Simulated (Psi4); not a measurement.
Pair of molecules: SiH4 (SMILES [SiH4]) (first 5 atoms) with H2 (SMILES [H][H]); geometry from B3LYP-D3(BJ)/def2-TZVP.
(charge 0, multiplicity 1):
```xyz
7

Si     0.050     0.056    -0.013
H      0.118     0.144    -1.489
H     -1.336    -0.257     0.401
H      0.459     1.350     0.580
H      0.958    -1.011     0.462
H     -0.103    -0.119     3.359
H     -0.143    -0.159     4.101
```

Method: SAPT0/jun-cc-pV(D+d)Z run with Psi4 1.11.

Question: Which attractive term is largest, and how does the interaction split up?

Answer: electrostatics 0.08, exchange 0.31, induction -0.05, dispersion -0.25, total 0.09 kcal/mol; the largest attraction is dispersion.
